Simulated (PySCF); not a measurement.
Gas-phase reaction: 2 SnF₂ + 3 Cl₂ ⇌ 2 SnCl₃ + 4 F

Computed with PySCF and rigid-rotor harmonic-oscillator thermochemistry at 1 bar. † marks an energy on the PBE0/def2-TZVP geometry and frequencies; other levels use their own. MP2 freezes the core. Open shells (unrestricted): SnCl₃ (multiplicity 2), F (multiplicity 2, electronic degeneracy 6); the rest are closed-shell singlets. Spin-orbit splitting is ignored; it lowers the true energy and changes the entropy of F. Sn: scalar-relativistic def2 core potential, no spin-orbit coupling. SnCl₃: computed as isolated molecules; such fragments, hydroxides, amides, oligomers or adducts are transient or little studied in the gas. MP2 isn't extrapolated to the basis-set limit; its ΔH°(298 K) is 674.3 kJ in def2-SVP and 859.2 kJ in def2-TZVPP. The harmonic model lacks anharmonicity and excited electronic states, which grow with temperature; levels with a mode under 35 cm⁻¹ are left out. Soft modes under 120 cm⁻¹ make the harmonic entropy rough for SnCl₃.

```tsv
level	ΔE electronic, kJ	ΔH°(298 K), kJ	ΔS°(298 K), J/K	ΔG°(1400 K), kJ
MP2/def2-SVP†	675	674	112	486
PBE/def2-SVP	836	836	115	646
PBE/def2-TZVP†	934	934	112	745
PBE0/def2-QZVP†	795	795	112	607
PBE0/def2-TZVP	776	776	112	588
r2SCAN/def2-TZVP†	780	779	112	591
LDA/def2-TZVP†	1152	1151	112	963
ωB97M-V/def2-TZVP†	822	821	112	633
ωB97X-V/def2-TZVP†	815	814	112	626
```
ΔH° is lowest at MP2/def2-SVP† and highest at LDA/def2-TZVP†. No reference value is set beside these.
